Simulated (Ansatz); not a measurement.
Reaction (ligand exchange at the Al–Cl bond): `[F][Al]([Cl])[Cl]` + CH₃SH → `C[S][Al]([F])[Cl]` + HCl

Program: Ansatz. Geometries: PBE0-D4/def2-TZVP. ΔE: electronic, gas phase. CBS: MP2 limit from def2 TZ/QZ plus the TZ coupled-cluster correction, frozen cores. This one scheme is used for every species. Functionals use def2-TZVPP. HSE06 is defined as in plane-wave codes. One conformer a species, not always the lowest.

`[F][Al]([Cl])[Cl]`:

Z-matrix (Å, degrees):
```
Al
F 1 1.633
Cl 1 2.065 2 119.3
Cl 1 2.065 2 119.3 3 -180.0
```

CH₃SH:

Z-matrix (Å, degrees):
```
C
S 1 1.806
H 1 1.089 2 111.5
H 1 1.089 2 111.5 3 -123.8
H 1 1.090 2 106.2 3 118.1
H 2 1.342 1 97.1 3 61.9
```

`C[S][Al]([F])[Cl]`:

Cartesian coordinates in Å:
```
C -0.460 1.137 -0.743
S 0.018 0.824 0.993
Al 0.530 -1.258 0.914
F 0.409 -2.068 -0.511
Cl 1.177 -2.277 2.602
H -0.372 0.244 -1.359
H -1.492 1.484 -0.755
H 0.190 1.915 -1.141
```

HCl:

```xyz
2

Cl   -0.616   -0.059   -0.161
H     0.616    0.059    0.161
```

```json
{"level": "CAM-B3LYP-D4", "ΔE (kcal/mol)": "12.0"}
{"level": "ωB97M-V", "ΔE (kcal/mol)": "11.8"}
{"level": "r2SCAN0", "ΔE (kcal/mol)": "12.0"}
{"level": "HSE06", "ΔE (kcal/mol)": "11.2"}
```

What does CCSD(T)/CBS give? (Best estimate.)

Ansatz gave: +11.4 kcal/mol. The listed levels differ from it by 0.6, 0.4, 0.6, -0.2 kcal/mol.

Largest T1 diagnostic among the species: 0.011.

In def2-TZVPP, CCSD(T) changes the Hartree–Fock value by −3.7 kcal/mol (the triples alone add −0.7 kcal/mol) and MP2 by −3.5 kcal/mol. The D4 term adds −1.1 kcal/mol with B3LYP and −0.7 kcal/mol with PBE0; it sums over pairs of atoms, weighted by their polarisabilities, and B3LYP, whose exchange is more repulsive, gets the larger term.

B3LYP here is the variant with VWN-RPA as its local correlation; programs differ in this.
